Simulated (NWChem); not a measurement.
**Atomisation of hexafluoroethane (C2F6)**

SMILES: FC(F)(C(F)(F)F)F
```xyz
8

F     -1.2034    -0.6514     1.0788
C     -0.7708    -0.0182     0.0000
F     -1.2476     1.2165     0.0000
F     -1.2034    -0.6514    -1.0788
C      0.7708     0.0182     0.0000
F      1.2034     0.6514     1.0788
F      1.2476    -1.2165     0.0000
F      1.2034     0.6514    -1.0788
```
Charge 0, spin multiplicity 1.

All runs are NWChem calculations. All single points use one geometry, from PBE0/def2-SVP, held to C2h symmetry and with no frequency check, so it may be a saddle point.

Basis set: def2-SVP. The atomisation energy is electronic alone: no zero-point, thermal, spin-orbit or counterpoise terms. No value is extrapolated to the basis-set limit. Free atoms are single determinants with multiplicities F 2, C 3. Correlated methods freeze the same cores in atoms and molecule, 8 orbitals in all.

```tsv
method	atomisation energy (kcal/mol)
BLYP	825.1
LC-wPBE (omega 0.3 per bohr)	851.0
MP2	795.8
B3LYP	805.2
LDA (SVWN5)	1027.2
PBE0	818.6
PBE	866.6
TPSS	814.6
HF	532.1
```

The values span 495.1 kcal/mol, from HF (lowest) to LDA (SVWN5) (highest). 

B3LYP has NWChem's definition, with VWN1-RPA local correlation. The stability of the SCF solutions was not checked. Open-shell Hartree-Fock references start from PBE0 orbitals.
